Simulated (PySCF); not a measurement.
Isomers of C9H10OSi. Method used: PySCF 2.14.0, PBE0-D3(BJ)/def2-SVP geometry optimisation, gas phase. One conformer each; no zero-point energy, no entropy. No frequencies were run at this level. Point groups hold within 0.08 Å.

Question: Rank from lowest to highest electronic energy at this level (kcal/mol).
A. `[CH3:1][O:2][C:3]1=[CH:4][c:5]2[cH:6][cH:7][cH:8][cH:9][c:10]2[SiH2:11]1` with C1–O2–C3–C4 0°
B. `[SiH3:1][CH2:2][c:3]1[o:4][cH:5][c:6]2[cH:7][cH:8][cH:9][cH:10][c:11]12` with Si1–C2–C3–O4 -91°

Answer: A (0.0), B (1.1).

As drawn, the lower has a C=C bond outside aromatic rings, which the higher lacks. Neighbours under 2.5 kcal/mol apart (COC1=Cc2ccccc2[SiH2]1 and [SiH3]Cc1occ2ccccc12) can change places with a better method, another conformer or zero-point energy.

```
               SMILES      E (Eh)  E rel (kcal/mol)  dipole (D)  point group       A, B, C (MHz)
COC1=Cc2ccccc2[SiH2]1  -712.67990               0.0        1.51           Cs  2222, 632.6, 496.9
 [SiH3]Cc1occ2ccccc12  -712.67822               1.1        0.50           C1  1861, 657.8, 527.8
```
